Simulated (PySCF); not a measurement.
Identify the unknown among the candidates.

All candidates are C5H4O2S.

| technique | computed result |
| --- | --- |
| Dipole | 2.16 D [CAM-B3LYP/def2-SVPD] |
| Triplet | lowest triplet excitation (Tamm–Dancoff): 3.33 eV [TDA CAM-B3LYP/def2-SVPD] |
| UV, first state | lowest singlet excitation: 5.08 eV (244 nm, f = 0.221) [TDDFT CAM-B3LYP/def2-SVPD] |
| Polarisability | 82.3 au [CAM-B3LYP/def2-SVPD] |
| Rotational structure | rotational constants A, B, C: 3.763, 1.450, 1.047 GHz [GFN2-xTB] |

Electronic properties: PySCF, gas phase, density fitting. Levels stand in brackets. Geometry: GFN2-xTB, one conformer, isolated molecule.

Question: Which candidate is it?
A. `O=COc1ccsc1`
B. `O=C(O)c1ccsc1`
C. `O=C(O)c1cccs1`
D. `O=Cc1ccc(O)s1`

Answer: C. It is `O=C(O)c1cccs1`. Numbering: `[O:1]=[C:2]([OH:3])[c:4]1[cH:5][cH:6][cH:7][s:8]1`. Its formula, C5H4O2S, gives 4 degrees of unsaturation: 1 ring and 3 π bonds in the structure found (Kekulé form). S1 is mainly HOMO→LUMO (weight 0.84); the largest Löwdin shares of the orbital it empties are 0.27 on the substituted aromatic carbon, 0.26 on the aromatic CH next to a ring sulfur, 0.14 on an aromatic CH carbon and 0.11 on an aromatic CH carbon, of the orbital it fills 0.16 on the aromatic CH next to a ring sulfur, 0.16 on the thiophene-type sulfur, 0.14 on an aromatic CH carbon and 0.14 on the carboxylic acid carbon. The optimised geometry has point group Cs and is an asymmetric top.

The others, at the same levels:
- `O=Cc1ccc(O)s1` fails: its computed lowest singlet excitation is 4.06 eV (305 nm, f = 0.000) (against 5.08 eV), lowest triplet excitation (Tamm–Dancoff) is 2.88 eV (against 3.33 eV) and static isotropic polarisability is 86.5 au (against 82.3 au).
- `O=COc1ccsc1` fails: its computed lowest singlet excitation is 5.63 eV (220 nm, f = 0.151) (against 5.08 eV), lowest triplet excitation (Tamm–Dancoff) is 3.71 eV (against 3.33 eV) and rotational constant A is 5.437 GHz (against 3.763 GHz).
- `O=C(O)c1ccsc1` fails: its computed lowest singlet excitation is 5.33 eV (232 nm, f = 0.000) (against 5.08 eV), lowest triplet excitation (Tamm–Dancoff) is 3.67 eV (against 3.33 eV) and rotational constant A is 4.516 GHz (against 3.763 GHz).

Each candidate is one conformer, not necessarily the lowest. The conformers computed, where there is a choice (atom-mapped SMILES and torsion angles):
- `[O:1]=[C:2]([OH:3])[c:4]1[cH:5][cH:6][cH:7][s:8]1`: O1–C2–C4–C5 0°, H–O3–C2–O1 0°
- `[O:1]=[CH:2][c:3]1[cH:4][cH:5][c:6]([OH:7])[s:8]1`: O1–C2–C3–C4 180°, H–O7–C6–C5 180°
- `[O:1]=[CH:2][O:3][c:4]1[cH:5][cH:6][s:7][cH:8]1`: O1–C2–O3–C4 0°, C2–O3–C4–C5 6°
- `[O:1]=[C:2]([OH:3])[c:4]1[cH:5][cH:6][s:7][cH:8]1`: O1–C2–C4–C5 0°, H–O3–C2–O1 0°
